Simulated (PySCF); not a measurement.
Dipole moment and polarisability of `CCC[B@@H-]([NH3+])Br`

C₃H₁₁BBrN.
Geometry (PBE0-D3(BJ)/def2-SVP, Å), atoms numbered from 1 in this order:
```
atom  x, y, z in Å
C1     2.058   -0.823   -0.266
C2     0.857   -1.108    0.622
C3    -0.487   -0.863   -0.055
B4    -1.751   -1.178    0.873
N5    -3.100   -0.885    0.023
Br6   -1.947   -3.165    1.309
H7     3.009   -1.012    0.258
H8     2.046   -1.456   -1.168
H9     2.069    0.227   -0.604
H10    0.891   -2.156    0.967
H11    0.917   -0.494    1.537
H12   -0.532    0.199   -0.377
H13   -0.532   -1.462   -0.987
H14   -1.849   -0.525    1.898
H15   -3.165    0.098   -0.250
H16   -3.925   -1.132    0.573
H17   -3.112   -1.461   -0.823
```

Level: B3LYP/def2-SVPD (PySCF), static field, nuclei fixed, core orbitals frozen in the response. The polarisability tensor in these axes (au):

```
x   96.93  3.67 -2.04
y    3.67 90.87 -6.32
z   -2.04 -6.32 81.11
```

Question: Diagonalise the tensor; give its mean and Δα, where Δα² is half the sum of the squared differences of the eigenvalues.

Answer: Principal values 78.01, 91.00 and 99.90 au; mean 89.64 au = 13.28 Å³ = 14.78 × 10⁻⁴⁰ C²·m²/J; Δα = 19.07 au (21 % of the mean).

Question: What is the dipole moment, and where does it point?

Answer: (-3.76, 3.42, -3.01) D, 5.91 D in size, pointing from the negative to the positive side. Measured along this direction, the outermost atoms are H7 at the negative end and H15 at the positive end.

Question: Sum over states: ᾱ = Σ f/ω², ω in Eh. What share falls to these 10 lowest TDDFT singlets (eV, f)? 5.16, 0.0092; 5.59, 0.0543; 6.54, 0.0077; 6.62, 0.0133; 6.71, 0.0182; 6.76, 0.0287; 6.81, 0.0278; 6.98, 0.0114; 7.02, 0.0115; 7.06, 0.0122.

Answer: They add up to 3.64 au, 4.1 % of the 89.64 au; the largest single term is 1.29 au, from the state at 5.59 eV. Terms in order: 0.26, 1.29, 0.13, 0.22, 0.30, 0.47, 0.44, 0.17, 0.17, 0.18 au. Higher excitations give the rest. The strengths listed sum to 0.194.

Question: Estimate the molar refractivity from the static electronic polarisability.

Answer: Lorentz–Lorenz: R = (4π/3)N_A α = 2.5225 cm³/(mol·Å³) × 13.28 Å³ = 33.5 cm³/mol, in the limit of long wavelengths.

Question: Find the Langevin capture rate constant for NO+ (29.998 u) meeting this molecule (151.017 u), k = 2.342 × 10⁻⁹ cm³/s × √(α in Å³ / reduced mass in u).

Answer: The reduced mass is 25.03 u, so k = 1.71 × 10⁻⁹ cm³/s. The formula leaves out the permanent dipole, which adds to the capture rate.

Question: Rayleigh depolarisation ratio (linearly polarised light, static tensor)?

Answer: ρ = 3Δα²/(45ᾱ² + 4Δα²) = 1091.0/(361573 + 1454.7) = 0.00301.

The structure is a single PBE0-D3(BJ)/def2-SVP conformer in the gas phase; no vibrational or solvent corrections. The calculation is non-relativistic, for bromine too.
